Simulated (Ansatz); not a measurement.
```yaml
crystal:
  periodic: [false, false, false]
  atoms:
    - {symbol: C, position_ang: [-0.475536, 1.528132, -1.333254]}
    - {symbol: B, position_ang: [-0.314300, 0.635271, -0.069412]}
    - {symbol: O, position_ang: [0.288501, -0.559653, -0.035456]}
    - {symbol: Si, position_ang: [0.484870, -1.526507, 1.309469]}
    - {symbol: H, position_ang: [-0.124632, 1.032154, -2.244814]}
    - {symbol: H, position_ang: [-0.124632, 1.032154, -2.244814]}
    - {symbol: H, position_ang: [-1.518117, 1.829688, -1.464349]}
    - {symbol: H, position_ang: [1.211385, -2.729848, 0.843767]}
    - {symbol: H, position_ang: [-0.839230, -1.904815, 1.857638]}
    - {symbol: H, position_ang: [1.279585, -0.810774, 2.335617]}
basis:
  gaussian: {orbitals: aug-pcseg-2}
magnetization: {spin_polarized: true, initial_magnetization: 1}
hamiltonian: {xc: {name: B2PLYP}}
output: {forces: true}
```

```sh
$ ansatz run in.yaml --threads 4 --pin off --events-out ev --progress --plain --max-ram 10444MiB
```

It prints (some lines left out):

```
Error: two nuclei lie on one point
```

Task: What is wrong with this run?

Result: One atom was put on top of another. The input was rejected before any iteration.
